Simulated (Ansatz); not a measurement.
# A geometry optimisation of C5H9B with PBE0-D3(BJ)/def2-SVP

The starting geometry of this gas-phase singlet was optimised with GFN2-xTB; its bonds are those of `B[C@@H](C#C)CC`.

```xyz
15

C    -0.3585   -0.9196    1.2113
C    -1.4686   -0.1538    0.6595
C    -2.3611    0.4989    0.1937
C     0.5738   -1.4169    0.1000
C     1.7536   -2.1787    0.6906
B     0.1325    0.2627    2.1296
H    -0.3477    0.4150    3.1848
H     0.9132    1.0309    1.7213
H    -0.7751   -1.7811    1.7420
H    -3.1577    1.0394   -0.2241
H     0.0210   -2.0679   -0.5833
H     0.9396   -0.5637   -0.4750
H     2.3220   -1.5335    1.3574
H     2.4144   -2.5334   -0.0974
H     1.4078   -3.0390    1.2607
```

Question: Predict what becomes of its bonds when it is optimised with PBE0-D3(BJ)/def2-SVP.

Answer: New bonds form, giving a structure given below by its coordinates. Distances that change by over a tenth: C1–B6 (1.58 → 1.79 Å). Contacts that close: C2–B6 (2.21 → 1.73 Å), C3–B6 (3.17 → 1.70 Å).

The energy falls by 0.38 eV over 20 steps:

| step | E − E(last) (eV) |
| --- | --- |
| 1 | 0.382 |
| 3 | 0.271 |
| 5 | 0.256 |
| 7 | 0.234 |
| 9 | 0.223 |
| 12 | 0.180 |
| 14 | 0.084 |
| 16 | 0.003 |
| 18 | 0.000 |
| 20 | 0.000 |

Final geometry (Å):

```xyz
15

C    -0.5420   -1.2354    0.9292
C    -1.5385   -0.3526    0.5385
C    -1.8576    0.8466    0.7986
C     0.5877   -1.6514    0.0174
C     1.8345   -2.0501    0.7906
B    -0.4637    0.3924    1.6672
H    -0.6950    0.2760    2.8523
H     0.5369    0.9314    1.2433
H    -0.8362   -1.9752    1.6860
H    -2.5475    1.6652    0.6483
H     0.2458   -2.4996   -0.6015
H     0.8108   -0.8259   -0.6761
H     2.2135   -1.2049    1.3841
H     2.6333   -2.3771    0.1087
H     1.6273   -2.8802    1.4845
```

No frequencies were run, so the end isn't proven a minimum. Run with Ansatz 0.2.0, 3.1 min on 2 threads of AMD EPYC (Zen 3) (shared host).
